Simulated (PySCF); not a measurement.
PySCF input (M06-2X/6-31G* with LANL2DZ past Ar (5d)):

```python
from pyscf import gto, dft

mol = gto.M(
    atom='''
    Sb    0.00020347   -0.00057521    0.05360724
    H    -0.91134945   -1.07727245   -0.91954118
    H    -0.49094307    1.33948235   -0.89520480
    H     1.39191538   -0.23287408   -0.91922302
    ''',
    basis={'default': '6-31g*', 'Sb': 'lanl2dz'},
    ecp={'Sb': 'lanl2dz'},
    charge=0,
    spin=0,
    verbose=4,
)

mf = dft.RKS(mol, xc='m062x')
mf.grids.level = 4
mf.conv_tol = 1e-9
mf.max_cycle = 100
mf.max_memory = 1500
mf.kernel()
if not mf.converged:
    mf = mf.newton()
    mf.kernel(mf.make_rdm1())
mf.dip_moment()
```

From the last part of the output:

```
[INPUT] verbose = 4
[INPUT] num. atoms = 4
[INPUT] num. electrons = 8
[INPUT] charge = 0
[INPUT] spin (= nelec alpha-beta = 2S) = 0
[INPUT] symmetry False subgroup None
[INPUT] Mole.unit = angstrom
[INPUT] Symbol           X                Y                Z      unit          X                Y                Z       unit  Magmom
[INPUT]  1 Sb     0.000203470000  -0.000575210000   0.053607240000 AA    0.000384502575  -0.001086989364   0.101303001894 Bohr   0.0
[INPUT]  2 H     -0.911349450000  -1.077272450000  -0.919541180000 AA   -1.722200864273  -2.035749892039  -1.737680990459 Bohr   0.0
[INPUT]  3 H     -0.490943070000   1.339482350000  -0.895204800000 AA   -0.927747945053   2.531254790189  -1.691691897396 Bohr   0.0
[INPUT]  4 H      1.391915380000  -0.232874080000  -0.919223020000 AA    2.630338856770  -0.440068232710  -1.737079755196 Bohr   0.0

nuclear repulsion = 5.27865881738556
number of shells = 10
number of NR pGTOs = 24
number of NR cGTOs = 14
basis = {'default': '6-31g*', 'Sb': 'lanl2dz'}
ecp = {'Sb': 'lanl2dz'}

******** <class 'pyscf.dft.rks.RKS'> ********
method = RKS
initial guess = minao
damping factor = 0
level_shift factor = 0
DIIS = <class 'pyscf.scf.diis.CDIIS'>
diis_start_cycle = 1
diis_space = 8
diis_damp = 0
SCF conv_tol = 1e-09
SCF conv_tol_grad = None
SCF max_cycles = 100
direct_scf = True
direct_scf_tol = 1e-13
XC library pyscf.dft.libxc version 7.1.2
    S. Lehtola, C. Steigemann, M. J. T. Oliveira, and M. A. L. Marques,  SoftwareX 7, 1–5 (2018)
XC functionals = m062x
    Y. Zhao and D. G. Truhlar,  Theor. Chem. Acc. 120, 215 (2008)
    Y. Zhao and D. G. Truhlar,  Theor. Chem. Acc. 120, 215 (2008)
radial grids:
    Treutler-Ahlrichs [JCP 102, 346 (1995); DOI:10.1063/1.469408] (M4) radial grids

becke partition: Becke, JCP 88, 2547 (1988); DOI:10.1063/1.454033
pruning grids: <function nwchem_prune>
grids dens level: 4
symmetrized grids: False
atomic radii adjust function: <function treutler_atomic_radii_adjust>
small_rho_cutoff = 0
Set gradient conv threshold to 3.16228e-05
Initial guess from minao.
tot grids = 79256
init E= -1.16986328251019
  HOMO = -0.133037324096713  LUMO = 0.0844251476246212  gap/eV = 5.91746
cycle= 1 E= -7.06759062327983  delta_E= -5.9  |g|= 0.318  |ddm|= 2.95
  HOMO = -0.362334051969126  LUMO = -0.00747430483549022  gap/eV = 9.65623
cycle= 2 E= -7.10772040934065  delta_E= -0.0401  |g|= 0.124  |ddm|= 0.786
  HOMO = -0.304376568957011  LUMO = 0.0263451594089356  gap/eV = 8.99940
cycle= 3 E= -7.11645261647662  delta_E= -0.00873  |g|= 0.0101  |ddm|= 0.225
  HOMO = -0.306162588044379  LUMO = 0.0273004921237052  gap/eV = 9.07399
cycle= 4 E= -7.11650753962498  delta_E= -5.49e-05  |g|= 0.000453  |ddm|= 0.0168
  HOMO = -0.306439963056136  LUMO = 0.0270844255373113  gap/eV = 9.07566
cycle= 5 E= -7.11650767765818  delta_E= -1.38e-07  |g|= 6.02e-05  |ddm|= 0.00108
  HOMO = -0.306421585085642  LUMO = 0.0271103212838419  gap/eV = 9.07587
cycle= 6 E= -7.11650768071007  delta_E= -3.05e-09  |g|= 6.29e-06  |ddm|= 0.000202
  HOMO = -0.306423042162328  LUMO = 0.0271105966525828  gap/eV = 9.07591
cycle= 7 E= -7.116507680742  delta_E= -3.19e-11  |g|= 3.26e-07  |ddm|= 2.05e-05
  HOMO = -0.306423009900084  LUMO = 0.0271105949219376  gap/eV = 9.07591
Extra cycle  E= -7.1165076807421  delta_E= -1.03e-13  |g|= 8.24e-08  |ddm|= 1.35e-06
converged SCF energy = -7.1165076807421
Dipole moment(X, Y, Z, Debye):  0.00109, -0.00308,  0.28883
```

The geometry given is a B3LYP-D3(BJ)/def2-TZVP minimum.
